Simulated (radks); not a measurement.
Effect of the nuclear size on neutral palladium, [Kr] 4d10. Calculated with a radial shooting solver on a logarithmic mesh with Libxc functionals: Dirac Kohn-Sham, LDA (Slater exchange, Perdew-Wang correlation), spin-unpolarised, spherical densities, finite nucleus; Fermi nuclear charge, rms radius 4.5318 fm. The rms radius is varied about that value; shifts are against it.

rms radius (fm),total energy shift (eV),density at nucleus (e/bohr^3),1s1/2 shift (meV),2s1/2 shift (meV),4s1/2 shift (meV),5s1/2 (empty) shift (meV)
4.0242,-0.528,1.343e+05,-223,-24.7,-0.874,-0.059
4.1058,-0.447,1.339e+05,-188,-20.9,-0.740,-0.050
4.5318,0,1.322e+05,0.000,0.000,0.000,0.000
4.9306,0.453,1.308e+05,191,21.2,0.750,0.050
5.3974,1.02,1.293e+05,432,47.9,1.70,0.114

Slopes of the eigenvalues against <r^2> in GHz/fm^2, as finite differences over the two radii next to the reference (eigenvalue slopes, not the field-shift constants of lines): 1s1/2 12300, 2s1/2 1360, 4s1/2 48.3, 5s1/2 (empty) 3.25.
